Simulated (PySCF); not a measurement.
Isomers of C8H8, one GFN2-xTB conformer each. Single-point energies are computed at PBE0/pcSseg-1 (PySCF, gas phase, no added dispersion term), electronic only.

Task: Rank them by PBE0/pcSseg-1 energy, lowest first (kcal/mol).
A. `C=C1C=CC=CC=C1`
B. `[CH:1]1=[CH:2]\[CH:3]=[CH:4]/[CH:5]=[CH:6]\[CH:7]=[CH:8]/1` with C1–C2–C3–C4 59°, C3–C4–C5–C6 -59°, C5–C6–C7–C8 59°, C2–C1–C8–C7 -59°

Result: A (0.0), B (11.0).

GFN2-xTB itself gives, in the same order: 0.0, 11.4. Both levels put the same isomer lowest.

Task: Which frontier levels, dipoles and rotational constants go with these structures?

Result: 
```
            SMILES  HOMO (eV, PBE0/pcSseg-1)  LUMO (eV)  dipole (D)     A, B, C (MHz)
    C=C1C=CC=CC=C1                     -5.57      -1.85        0.70  3725, 2037, 1317
C1=C\C=C/C=C\C=C/1                     -6.37      -1.08        0.00  2765, 2762, 1597
```
